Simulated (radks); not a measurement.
Task: Valence configurations of neutral hafnium (all share [Xe]). All-electron calculation, Dirac Kohn-Sham, PBE, spin-unpolarised, spherical densities, point nucleus; open shells are shared between the two j in proportion to 2j + 1. Program: a radial shooting solver on a logarithmic mesh with Libxc functionals. Order these by energy: 4f13 5d3 6s2; 4f12 5d4 6s2; 4f14 5d1 6s2 6p1; 4f13.5 5d2 6s2 6p0.5; 4f14 6s2 6p2; 4f14 5d2 6s1 6p1; 4f14 5d2.5 6s1.5; 4f14 5d2 6s2; 4f14 5d1.5 6s1.5 6p1; 4f13 5d2 6s2 6p1.

Result: From the lowest, in eV above it: 4f14 5d2 6s2 0.000; 4f14 5d2.5 6s1.5 1.253; 4f14 5d1 6s2 6p1 1.930; 4f14 5d1.5 6s1.5 6p1 2.798; 4f14 5d2 6s1 6p1 3.799; 4f14 6s2 6p2 5.363; 4f13.5 5d2 6s2 6p0.5 8.916; 4f13 5d3 6s2 17.389; 4f13 5d2 6s2 6p1 20.469; 4f12 5d4 6s2 41.809. NIST lists [Xe] 4f14 5d2 6s2 as the ground configuration; this level of theory agrees among the configurations tried. The energies are those of spherical spin-averaged densities, not of single terms.
